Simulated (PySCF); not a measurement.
(2R)-but-3-ene-1,2-diamine (C4H10N2), SMILES C=C[C@@H](N)CN.

The structure is a stationary point at PBE-D3(BJ)/def2-SVP. One conformer was computed; it need not be the lowest.

Computed with PBE-D3(BJ)/def2-SVP in PySCF 2.14.0.

Frequencies are harmonic and unscaled.

```
mode  ν (cm⁻¹)  IR (km/mol)  moving atoms (share of kinetic energy)
----  --------  -----------  --------------------------------------
1           85          0.3                  C 38 %, N 32 %, H 30 %
2          113          1.2                  H 41 %, C 36 %, N 23 %
3          235          3.2                  N 43 %, H 32 %, C 24 %
4          241         60.8                                  H 95 %
5          305          1.6                  H 53 %, C 30 %, N 17 %
6          338         13.3                  H 54 %, N 27 %, C 19 %
7          368          7.8                  C 46 %, H 35 %, N 20 %
8          401         46.4                          H 73 %, C 19 %
9          611         30.6                  H 45 %, C 43 %, N 12 %
10         677         20.2                          H 56 %, C 42 %
11         784        107.2                  H 46 %, C 31 %, N 23 %
12         797        121.1                  H 55 %, C 31 %, N 13 %
13         835         39.5                  H 57 %, N 24 %, C 19 %
14         881        136.4                  H 68 %, C 19 %, N 13 %
15         893         28.8                          H 72 %, C 28 %
16         945         13.6                          H 66 %, C 30 %
17         990          9.2                          H 88 %, C 11 %
18        1040          4.3                  H 51 %, C 30 %, N 18 %
19        1059          1.7                  H 71 %, C 19 %, N 10 %
20        1126         12.9                  C 53 %, H 27 %, N 20 %
21        1164          1.5                          H 48 %, C 46 %
22        1184          4.8                          H 64 %, C 30 %
23        1241          2.9                          H 71 %, C 28 %
24        1276          6.6                          H 75 %, C 24 %
25        1322         14.1                          H 76 %, C 24 %
26        1326          1.8                          H 76 %, C 17 %
27        1341          1.0                          H 82 %, C 10 %
28        1384          6.8                          H 81 %, C 19 %
29        1394          5.7                           H 90 %, C 9 %
30        1572         38.9                                  H 92 %
31        1578          3.8                                  H 90 %
32        1661          7.6                          C 89 %, H 11 %
33        2964          5.7                                  H 93 %
34        2975         50.9                                  H 94 %
35        3028         18.4                          H 90 %, C 10 %
36        3037         23.2                                  H 92 %
37        3063          4.1                                  H 94 %
38        3160         10.6                          H 89 %, C 11 %
39        3381          2.2                                  H 95 %
40        3414          0.7                                  H 96 %
41        3465          1.5                                  H 92 %
42        3506          0.4                           H 92 %, N 8 %
```
